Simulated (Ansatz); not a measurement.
Start from `NB(O[SiH3])O[SiH3]` and change one atom or group to get `COB(N)O[SiH3]`.

Ansatz, PBE0-D4/def2-TZVP geometries, multiplicity 1. Each molecule was computed in one conformer, which needn't be the lowest.

```tsv
property	`NB(O[SiH3])O[SiH3]`
HOMO–LUMO gap (PBE0/def2-TZVPP) / eV	7.87
HOMO–LUMO gap (B3LYP/def2-TZVPP) / eV	7.38
LUMO energy (PBE0/def2-TZVPP) / eV	0.03
HOMO–LUMO gap (ωB97M-V/def2-TZVPP) / eV	11.82
HOMO–LUMO gap (PBE/def2-TZVPP) / eV	5.58
size of the dipole moment (PBE/def2-TZVPP) / D	1.68
```

**Question.** Give the same properties after the change, and the shifts. (An estimate is asked.)

**Answer.** The calculation gave: 
```json
{"property": "HOMO–LUMO gap (PBE0/def2-TZVPP) / eV", "`COB(N)O[SiH3]`": "7.65", "shift": "-0.22"}
{"property": "HOMO–LUMO gap (B3LYP/def2-TZVPP) / eV", "`COB(N)O[SiH3]`": "7.17", "shift": "-0.21"}
{"property": "LUMO energy (PBE0/def2-TZVPP) / eV", "`COB(N)O[SiH3]`": "0.22", "shift": "0.19"}
{"property": "HOMO–LUMO gap (ωB97M-V/def2-TZVPP) / eV", "`COB(N)O[SiH3]`": "11.61", "shift": "-0.21"}
{"property": "HOMO–LUMO gap (PBE/def2-TZVPP) / eV", "`COB(N)O[SiH3]`": "5.33", "shift": "-0.25"}
{"property": "size of the dipole moment (PBE/def2-TZVPP) / D", "`COB(N)O[SiH3]`": "0.67", "shift": "-1.01"}
```

With PBE0 the HOMO rises by 0.40 eV and the LUMO rises by 0.19 eV, so the gap narrows by about 0.21 eV. PBE moves the HOMO by 0.43 eV and ωB97M-V by 0.40 eV. Dipoles are sizes alone; their direction can turn.

B3LYP here is the variant with VWN-RPA as its local correlation; programs differ in this.

Positive LUMOs are unbound, so they and the gaps depend on the basis.
